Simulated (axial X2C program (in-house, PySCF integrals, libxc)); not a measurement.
## Bond lengths and stretching modes, held linear, of FTiF⁺

Computed with an in-house all-electron X2C program for linear molecules (integrals from PySCF): two-component X2C with atomic mean-field Coulomb and Gaunt terms, Gaussian nuclei, basis F dyall-av3z, Ti dyall-v3z with contracted cores. Spin-free rows use the one-electron spin-free X2C Hamiltonian.

Masses F 18.998, Ti 47.948, F 18.998 u. States: 2c Ω = 3/2 (beyond evenly filled blocks: ω = 3/2); spin-free M_S = 1/2, Λ = 2 (beyond evenly filled blocks: δ+α).

MP2, 2c: energies above the lowest point

```csv
r(F–Ti) (Å),r(Ti–F) (Å),E (meV)
1.6975,1.6975,87.19
1.6975,1.7410,38.20
1.6975,1.7845,54.21
1.7410,1.6975,38.20
1.7410,1.7410,0.00
1.7410,1.7845,25.83
1.7410,1.8281,103.36
1.7845,1.6975,54.21
1.7845,1.7410,25.83
1.7845,1.7845,60.60
1.8281,1.7410,103.36
1.8281,1.8281,239.52
```

Task: Fit a quadratic surface with cubic terms in each bond: where is the minimum, and what are the two stretching wavenumbers?

Result: At MP2, 2c: bonds 1.744 and 1.744 Å; harmonic stretches 736.3 and 853.8 cm⁻¹; force constants 5.31, 5.31 and coupling 0.76 mdyn/Å.

The other levels and Hamiltonians give:

```json
{"Hamiltonian": "2c", "level": "PBE0", "r(F–Ti) (Å)": "1.740", "r(Ti–F) (Å)": "1.740", "lower stretch (cm⁻¹)": "729.6", "upper stretch (cm⁻¹)": "863.4"}
{"Hamiltonian": "2c", "level": "HF", "r(F–Ti) (Å)": "1.749", "r(Ti–F) (Å)": "1.749", "lower stretch (cm⁻¹)": "753.4", "upper stretch (cm⁻¹)": "878.0"}
{"Hamiltonian": "2c", "level": "BHandHLYP", "r(F–Ti) (Å)": "1.740", "r(Ti–F) (Å)": "1.740", "lower stretch (cm⁻¹)": "746.2", "upper stretch (cm⁻¹)": "877.2"}
{"Hamiltonian": "spin-free", "level": "PBE0", "r(F–Ti) (Å)": "1.740", "r(Ti–F) (Å)": "1.740", "lower stretch (cm⁻¹)": "729.7", "upper stretch (cm⁻¹)": "863.4"}
{"Hamiltonian": "spin-free", "level": "HF", "r(F–Ti) (Å)": "1.749", "r(Ti–F) (Å)": "1.749", "lower stretch (cm⁻¹)": "753.4", "upper stretch (cm⁻¹)": "878.2"}
{"Hamiltonian": "spin-free", "level": "BHandHLYP", "r(F–Ti) (Å)": "1.740", "r(Ti–F) (Å)": "1.740", "lower stretch (cm⁻¹)": "746.2", "upper stretch (cm⁻¹)": "877.3"}
{"Hamiltonian": "spin-free", "level": "MP2", "r(F–Ti) (Å)": "1.744", "r(Ti–F) (Å)": "1.744", "lower stretch (cm⁻¹)": "736.3", "upper stretch (cm⁻¹)": "853.8"}
```

Each state is one determinant, the lowest of a limited PBE0 search; the stretches come from a fit to these few points and carry an uncertainty of a few per cent. Other orders of the atoms were not compared. MP2 freezes inner shells (threshold -2 hartree). The molecule was held linear; bending was not examined, so a bent shape may lie lower. Note: functional without a current term on a determinant with orbital currents, of the molecule or an atom.
